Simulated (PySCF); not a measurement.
**Worked example: oscillator strength and radiative lifetime**

Si(F)2(Me)(NH2) (CH5F2NSi), SMILES C[Si](N)(F)F.

Geometry: PBE0-D3(BJ)/def2-SVP. This is a generated structure with no PubChem entry under its InChIKey; it may be hypothetical. The values are those of a single conformer.

PySCF 2.14.0 with TDDFT-PBE/def2-SVPD puts the first singlet state with f over 0.02 at 6.29 eV (vertical), with the transition dipole (-0.234, -0.301, -0.261) in atomic units.

**Question.** Find the oscillator strength, the wavelength and the radiative lifetime that this transition would have in vacuum if emission retraced absorption.

**Answer.** 
|μ|² = 0.2135 au, so |μ| = 1.17 D. ΔE = 6.29/27.211 = 0.2312 hartree. f = (2/3) ΔE |μ|² = 0.033 (the program prints 0.033).
λ = 1239.84/6.29 = 197 nm; ν = 50732 cm⁻¹.
Einstein's coefficient A = 0.6670 ν² f s⁻¹ (ν in cm⁻¹) = 5.6e7 s⁻¹, so τ = 1/A = 18 ns. This state is S1. The figure is the radiative limit of this one transition; relaxation, internal conversion, crossing to triplets and a medium change what is measured.
